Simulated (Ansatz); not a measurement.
Cd₁₃H₃₄S₁₃. Total charge 0; singlet. Geometry PBE-D4/def2-SVP; atoms count from 1.

Cartesian coordinates in Å:
```
Cd -2.178 3.122 -4.296
S -1.832 4.289 -1.900
S 0.367 1.821 -4.238
Cd -1.667 0.019 -3.623
S 0.678 -2.863 -2.433
Cd -1.605 2.431 -0.222
S -3.164 2.095 1.798
S -1.412 0.045 -0.980
Cd -3.493 -1.501 -0.534
Cd 1.964 -4.738 0.438
S -0.784 -3.815 0.517
Cd -5.322 0.420 1.174
S -3.304 -1.546 2.255
Cd 2.853 1.923 -3.659
S 3.433 -0.839 -4.023
Cd 2.993 3.361 0.009
S 0.602 3.283 1.076
S 2.390 1.126 -1.090
Cd 0.765 -0.939 -0.253
Cd 4.996 -2.166 -0.233
S 2.517 -2.299 0.862
Cd 1.114 2.030 3.470
S -0.030 0.039 2.520
Cd -2.465 0.339 3.793
Cd 1.839 -3.373 3.329
S -1.724 -3.854 4.149
H -2.859 1.424 -3.769
H -2.429 4.121 -5.649
H -3.147 4.559 -1.667
H 1.249 4.825 -2.043
H 0.466 1.689 -5.590
H -1.350 -1.555 -4.259
H -0.278 -2.268 -3.270
H 1.720 -2.488 -3.236
H -3.588 3.300 2.270
H -1.442 3.638 3.850
H -3.771 -3.006 -1.281
H 2.168 -6.233 -0.314
H -1.683 -4.767 0.137
H -1.135 -3.886 1.852
H -4.733 0.014 -0.476
H -6.538 0.666 2.323
H -4.402 -2.072 2.866
H 4.199 2.912 -3.970
H 4.602 -0.834 -4.725
H 4.104 -0.939 -2.773
H 1.966 4.900 -2.317
H 4.272 4.437 0.197
H 0.327 4.582 1.380
H 3.581 0.430 -0.996
H 5.946 -3.313 0.577
H 4.682 -0.904 -1.429
H -1.070 3.945 4.451
H 2.017 2.885 4.600
H 0.598 -0.874 3.341
H -2.471 0.795 5.427
H 1.939 -4.990 2.670
H 1.562 -2.100 4.424
H -0.906 -4.607 4.944
H -1.127 -2.699 4.551
```

In the def2 sets Cd takes a core potential; there is no spin–orbit coupling. Single mean-field runs in def2-TZVP are fitted with def2-universal-jkfit. In the singlet geometry the species has come apart into loosely held pieces. In the singlet, H36 and H53 lie 0.77 Å apart, H30 and H47 lie 0.77 Å apart (atoms count from 1), so H2 has formed as a molecule.

Question: Estimate the Mulliken populations of the heavy atoms from the PBE0/def2-TZVP orbitals of Ansatz.

Answer: 
| atom | charge (e) | d electrons |
| --- | --- | --- |
| Cd1 | 0.41 | 9.98 |
| S2 | -0.54 | – |
| S3 | -0.63 | – |
| Cd4 | 0.49 | 9.98 |
| S5 | -0.33 | – |
| Cd6 | 0.81 | 10.01 |
| S7 | -0.63 | – |
| S8 | -0.88 | – |
| Cd9 | 0.49 | 9.98 |
| Cd10 | 0.50 | 9.98 |
| S11 | -0.36 | – |
| Cd12 | 0.37 | 9.97 |
| S13 | -0.66 | – |
| Cd14 | 0.52 | 9.99 |
| S15 | -0.36 | – |
| Cd16 | 0.53 | 9.97 |
| S17 | -0.62 | – |
| S18 | -0.65 | – |
| Cd19 | 0.94 | 10.03 |
| Cd20 | 0.40 | 9.96 |
| S21 | -0.84 | – |
| Cd22 | 0.53 | 9.97 |
| S23 | -0.63 | – |
| Cd24 | 0.54 | 9.98 |
| Cd25 | 0.32 | 9.96 |
| S26 | -0.32 | – |
Mulliken values depend strongly on the basis.

Question: And the Mayer bond orders between heavy atoms (over 0.3)?

Answer: Cd1–S2 0.41 (2.69 Å); S2–Cd6 0.63 (2.51 Å); S3–Cd14 0.49 (2.55 Å); Cd4–S8 0.37 (2.65 Å); Cd6–S7 0.43 (2.57 Å); Cd6–S8 0.53 (2.51 Å); Cd6–S17 0.30 (2.70 Å); S8–Cd9 0.39 (2.63 Å); S8–Cd19 0.49 (2.50 Å); Cd10–S21 0.53 (2.54 Å); S13–Cd24 0.45 (2.57 Å); Cd14–S18 0.31 (2.73 Å); Cd16–S17 0.41 (2.62 Å); Cd16–S18 0.46 (2.56 Å); Cd19–S21 0.55 (2.48 Å); Cd20–S21 0.36 (2.71 Å); S21–Cd25 0.31 (2.77 Å); Cd22–S23 0.59 (2.49 Å).
